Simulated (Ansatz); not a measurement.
`F[CH2][SnH2][SH]` at its PBE0-D4/def2-TZVP geometry, where that method's forces vanish. The species carries charge 0 and has multiplicity 1. Sn: def2 effective core potential.

| atom | x (Å) | y (Å) | z (Å) |
| --- | --- | --- | --- |
| F1 | -1.116 | 1.573 | 0.540 |
| C2 | -1.216 | 0.190 | 0.529 |
| Sn3 | 0.741 | -0.650 | 0.121 |
| S4 | 1.409 | 0.173 | -2.035 |
| H5 | -1.921 | -0.100 | -0.254 |
| H6 | -1.598 | -0.138 | 1.499 |
| H7 | 1.850 | -0.149 | 1.319 |
| H8 | 0.688 | -2.349 | -0.021 |
| H9 | 1.162 | 1.450 | -1.698 |

(1) For each bond, give half the difference of the two atoms' forces along it (eV/Å; positive pushes the atoms apart) under PBE-D4, r2SCAN-D4, B3LYP-D4, ωB97M-V in def2-TZVPP. (Best estimate.)

## Answers

(1) Computed: 
```
  bond  length (Å)  PBE-D4  r2SCAN-D4  B3LYP-D4  ωB97M-V
 F1–C2       1.386    0.43       0.31      0.39     0.36
C2–Sn3       2.168    0.03       0.03      0.12    -0.09
 C2–H5       1.092    0.06      -0.07     -0.16    -0.11
 C2–H6       1.093    0.06      -0.07     -0.16    -0.11
Sn3–S4       2.402    0.18       0.07      0.22     0.00
Sn3–H7       1.707    0.07      -0.02     -0.03    -0.08
Sn3–H8       1.706    0.06      -0.02     -0.03    -0.06
 S4–H9       1.344    0.25       0.01     -0.02    -0.09
```

B3LYP here is the variant with VWN-RPA as its local correlation; programs differ in this.
